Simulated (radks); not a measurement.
Task: These are the eigenvalues of the occupied orbitals of an atom or ion with whole-number occupations (eV). Calculated with a radial shooting solver on a logarithmic mesh with Libxc functionals: scalar-relativistic Kohn-Sham, LDA (Slater exchange, VWN5 correlation), spin-polarised, spherical densities, finite nucleus; Fermi nuclear charge, rms radius of each element as measured or else 0.836 A^(1/3) + 0.57 fm.

| orbital | eigenvalue |
|---|---|
| 1s down | -46890.48 |
| 1s up | -46890.47 |
| 2s up | -7884.872 |
| 2s down | -7884.852 |
| 2p up | -7065.798 |
| 2p down | -7065.786 |
| 3s up | -1936.401 |
| 3s down | -1935.841 |
| 3p up | -1680.219 |
| 3p down | -1679.666 |
| 3d up | -1332.178 |
| 3d down | -1331.744 |
| 4s up | -586.5276 |
| 4s down | -585.3615 |
| 4p up | -500.2712 |
| 4p down | -499.1289 |
| 4d up | -378.7679 |
| 4d down | -377.6565 |
| 5s up | -248.6597 |
| 5s down | -248.0585 |
| 4f up | -244.6234 |

Which element is it, and in what charge state? The configuration may be excited. Open shells, if any, are filled with parallel spins first.

Result: Z = 62, samarium, charge +13: Sm13+ in [Kr] 4d10 4f1 5s2. The list shows which subshells hold electrons but not how many an open one holds; the 1s level, -1723.2 hartree, gives Z - s = 58.7 by -(Z - s)^2/2, which with screening and relativity narrows Z to a few neighbours, and the depths of the outer levels then fix element, charge and occupations together.
